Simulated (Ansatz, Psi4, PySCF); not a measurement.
CH₅FSSi (SMILES CS[SiH2]F), singlet, geometry from GFN2-xTB, atoms displaced at random by about 0.08 Å a coordinate. Base run: PBE/STO-3G, gradient (PySCF).

The PySCF input:
```python
from pyscf import gto, scf, dft

mol = gto.Mole()
mol.atom = '''
    Si    1.236969   -0.175272   -0.203145
    F     0.844691    0.651416   -1.618098
    S    -0.670930    0.052777    1.052934
    C    -1.936487   -0.516674   -0.182308
    H     1.499932   -1.564862   -0.424213
    H     2.247943    0.566504    0.569774
    H    -2.833679   -0.196877    0.247960
    H    -1.830060    0.141369   -1.027944
    H    -1.615573   -1.485741   -0.454021
'''
mol.basis = 'sto-3g'
mol.charge = 0
mol.spin = 0
mol.verbose = 4
mol.build()

mf = dft.RKS(mol)
mf.xc = 'pbe'
mf.kernel()
g = mf.nuc_grad_method()
grad = g.kernel()
```

Programs used: Ansatz (a first-principles code), Psi4, PySCF; a row that names a program was run with it.

The coordinate followed is y of atom 6.

Variants of this job, named by their change:

| change | dE/dx (Eh/bohr) | net force (Eh/bohr) |
|---|---|---|
| base | 0.007717 | 0.000149 |
| finite difference step (bohr) = 1e-5; conv_tol = 1e-11 | 0.007717 | - |
| finite difference step (bohr) = 1e-4; conv_tol = 1e-11 | 0.007717 | - |
| code = ansatz | 0.007717 | 0.000000 |
| finite difference step (bohr) = 0.01; conv_tol = 1e-11 | 0.007717 | - |
| finite difference step (bohr) = 0.05; conv_tol = 1e-11 | 0.007718 | - |
| grids.level = 5; grid_response = on | 0.007717 | 0.000000 |
| conv_tol = 1e-11 | 0.007717 | 0.000149 |
| grids.level = 1; grid_response = off | 0.007716 | 0.001898 |
| grids.level = 0; grid_response = off | 0.007384 | 0.021279 |
| code = psi4 | 0.007714 | 0.000065 |
| grids.level = 0; grid_response = on | 0.008638 | 0.000000 |

The net force is zero for an exact gradient.
